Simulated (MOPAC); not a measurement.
MOPAC input (PM3):

```
PM3 1SCF GEO-OK AUX(PRECISION=9) THREADS=1
Cl2Ge

Ge   -0.00794673 1    0.00413188 1    0.72662065 1
Cl    1.09912663 1    1.29182120 1   -0.67930737 1
Cl   -1.08416808 1   -1.29959887 1   -0.68844914 1
```

From the last part of the output:

```
                                                       MOPAC v23.2.5 Linux

          FINAL HEAT OF FORMATION =         -9.00882 KCAL/MOL =     -37.69290 KJ/MOL

          COSMO AREA              =        115.41 SQUARE ANGSTROMS
          COSMO VOLUME            =        105.37 CUBIC ANGSTROMS

          IONIZATION POTENTIAL    =          9.555422 EV
          HOMO LUMO ENERGIES (EV) =         -9.555 -3.469
          NO. OF FILLED LEVELS    =          9
          MOLECULAR WEIGHT        =        143.4960         POINT GROUP:  C2v

          MOLECULAR DIMENSIONS (Angstroms)

            Atom       Atom       Distance
           Cl     3   Cl     2     3.38856
           Cl     2   Ge     1     1.41061
           Ge     1   Cl     3     0.00000

          SCF CALCULATIONS        =          1

   ATOM   CHEMICAL          X               Y               Z
  NUMBER   SYMBOL      (ANGSTROMS)     (ANGSTROMS)     (ANGSTROMS)

     1      Ge         -0.00794673  *   0.00413188  *   0.72662065  *
     2      Cl          1.09912663  *   1.29182120  *  -0.67930737  *
     3      Cl         -1.08416808  *  -1.29959887  *  -0.68844914  *

                             CARTESIAN COORDINATES

   1   Ge       -0.007946730     0.004131880     0.726620650
   2   Cl        1.099126630     1.291821200    -0.679307370
   3   Cl       -1.084168080    -1.299598870    -0.688449140

           Empirical Formula: Ge Cl2  =     3 atoms

      MOLECULAR POINT GROUP   :   C2v

                  EIGENVALUES
 -54.57191 -54.24831 -13.30627 -13.03295 -12.31660 -11.01379 -10.96173 -10.60953
  -9.55542  -3.46895  -2.20092   2.07330

              NET ATOMIC CHARGES AND DIPOLE CONTRIBUTIONS

  ATOM NO.   TYPE          CHARGE      No. of ELECS.   s-Pop       p-Pop
    1         Ge           0.162904        3.8371     0.19890     3.63820
    2         Cl          -0.081452        7.0815     1.98150     5.09995
    3         Cl          -0.081452        7.0815     1.98150     5.09995
 DIPOLE           X         Y         Z       TOTAL
 POINT-CHG.    -0.012     0.006     1.104     1.104
 HYBRID        -0.027     0.014     2.468     2.468
 SUM           -0.039     0.020     3.572     3.572

          ATOMIC ORBITAL ELECTRON POPULATIONS

     Atom    s        px        py        pz
    1 Ge   0.19890   1.56698   1.39014   0.68107
    2 Cl   1.98150   1.76711   1.68185   1.65099
    3 Cl   1.98150   1.77688   1.67582   1.64725

 **********************
 *                    *
 * JOB ENDED NORMALLY *
 *                    *
 **********************

 == MOPAC DONE ==
```

The geometry given is a B3LYP-D3(BJ)/def2-TZVP minimum.
